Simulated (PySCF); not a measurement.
C6H12O2, SMILES COC(=O)CC(C)C, GFN2-xTB optimised geometry.

```
20

C      1.84     2.20    -0.01
O      1.21     0.93     0.00
C     -0.13     0.93     0.00
O     -0.79     1.93     0.00
C     -0.68    -0.48    -0.02
C     -1.81    -0.65     1.01
C     -2.49    -2.01     0.82
C     -1.26    -0.51     2.43
H      1.66     2.72     0.94
H      1.44     2.81    -0.82
H      2.90     2.02    -0.14
H      0.14    -1.18     0.18
H     -1.07    -0.67    -1.02
H     -2.54     0.14     0.83
H     -3.29    -2.13     1.54
H     -1.77    -2.81     0.98
H     -2.90    -2.10    -0.18
H     -0.51    -1.27     2.62
H     -2.07    -0.62     3.15
H     -0.81     0.47     2.56
```

Density from PBE0/def2-SVP (PySCF 2.14.0) at that geometry.

Minimum of the electron density along straight lines between bonded atoms, close to the bond critical point (lines longer than 1.1 times the sum of covalent radii, or with two minima, are not listed):

| bond | length / Å | ρ at the minimum / e bohr⁻³ | ∇²ρ there / e bohr⁻⁵ | position (fraction from the first atom) |
|---|---|---|---|---|
| C1–O2 | 1.421 | 0.246 | -0.31 | 0.34 |
| O2–C3 | 1.341 | 0.303 | -0.33 | 0.67 |
| C3–O4 | 1.202 | 0.420 | 0.34 | 0.33 |
| C5–C6 | 1.534 | 0.240 | -0.54 | 0.51 |
| C6–C7 | 1.526 | 0.244 | -0.56 | 0.50 |
| C6–C8 | 1.526 | 0.244 | -0.56 | 0.50 |
| C1–H9 | 1.092 | 0.282 | -1.08 | 0.64 |
| C1–H10 | 1.092 | 0.283 | -1.09 | 0.64 |
| C1–H11 | 1.087 | 0.285 | -1.11 | 0.64 |
| C5–H12 | 1.090 | 0.278 | -1.02 | 0.63 |
| C5–H13 | 1.093 | 0.273 | -0.99 | 0.63 |
| C6–H14 | 1.095 | 0.278 | -1.02 | 0.63 |
| C7–H15 | 1.087 | 0.276 | -1.01 | 0.62 |
| C7–H16 | 1.088 | 0.276 | -1.00 | 0.62 |
| C7–H17 | 1.088 | 0.276 | -1.00 | 0.62 |
| C8–H18 | 1.088 | 0.275 | -1.00 | 0.62 |
| C8–H19 | 1.087 | 0.276 | -1.01 | 0.62 |
| C8–H20 | 1.087 | 0.277 | -1.01 | 0.62 |
